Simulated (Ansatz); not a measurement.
## Cost against result

Saddle point of AlH$_{5}$O$_{3}$, closed shell (AlH₃O₂ ([OH][AlH][OH]) + H₂O → AlH₃O₃ ([OH][Al]([OH])[OH]) + H₂; bonds formed: H2–H5; dative contacts that become bonds: Al1–O6; bonds broken: Al1–H2, H5–O6), PBE0-D4/def2-TZVP structure:

```
9
angstrom
Al -0.0729 0.0198 -0.2348
H 0.7347 -1.5398 -0.2742
O 0.2284 0.8081 -1.6999
O -1.5577 -0.0251 0.5897
H 1.1986 -0.9796 0.5198
O 1.2431 0.1244 1.0430
H -0.3246 1.4797 -2.0910
H -2.4191 -0.0123 0.1809
H 0.9694 0.1248 1.9664
```

Barriers are electronic and count from the start structure reached by relaxing down the imaginary mode.

Program: Ansatz 0.2.0. Basis: as named in each row. Cores are frozen in the correlated methods. B3LYP uses VWN-RPA correlation. Extrapolation: Hartree–Fock as exp(−7.88 √X), correlation as X^−2.97.

Times are rough, for one single point on 4 threads of a shared host (Arm Neoverse V2).

The estimate by CCSD(T) at an estimated basis limit (MP2 extrapolated from triple and quadruple zeta, plus CCSD(T) − MP2 in triple zeta) is 79.0 kJ/mol.

```
      method       basis  time (s)  barrier (kJ/mol)  method less estimate
          HF      STO-3G   under 1             198.7                 119.7
      PBE-D4      STO-3G   under 1              79.9                   0.8
       SPW92    def2-SVP   under 1              49.1                 -29.9
    B3LYP-D4       6-31G   under 1             112.8                  33.8
      PBE-D4    def2-SVP   under 1              59.1                 -19.9
     PBE0-D4    def2-SVP   under 1              74.5                  -4.5
       SPW92  def2-TZVPP   under 1              44.9                 -34.2
      PBE-D4  def2-TZVPP         1              54.6                 -24.5
     BLYP-D4  def2-TZVPP         1              60.3                 -18.7
    BHLYP-D4  def2-TZVPP         2              86.1                   7.1
     CCSD(T)    def2-SVP         2              91.7                  12.7
     PBE0-D4  def2-TZVPP         2              67.7                 -11.3
    B3LYP-D4  def2-TZVPP         2              70.2                  -8.8
CAM-B3LYP-D4  def2-TZVPP         2              74.3                  -4.7
     wB97M-V    def2-SVP         2              82.1                   3.1
   r2SCAN-D4  def2-TZVPP         2              58.9                 -20.1
  r2SCAN0-D4  def2-TZVPP         3              70.0                  -9.1
      B2PLYP  def2-TZVPP         3              73.4                  -5.6
    PBE-QIDH  def2-TZVPP         3              76.0                  -3.0
  RPA on PBE  def2-TZVPP         4              78.0                  -1.0
     wB97X-V  def2-TZVPP         5              77.1                  -1.9
      B97M-V  def2-TZVPP         5              75.2                  -3.8
     wB97M-V  def2-TZVPP         6              77.4                  -1.6
         MP2  def2-QZVPP        11              73.1                  -5.9
     CCSD(T)  def2-TZVPP        49              79.8                   0.7
```

All methods are single points on the PBE0-D4 structures.

The T1 diagnostic stays at or below 0.013.

The step is the kind of ligand exchange by which a precursor binds to a hydroxyl group, or is hydrolysed, in atomic layer deposition of oxides.

Labels in which every atom is bracketed show which atoms are joined, not bond orders.
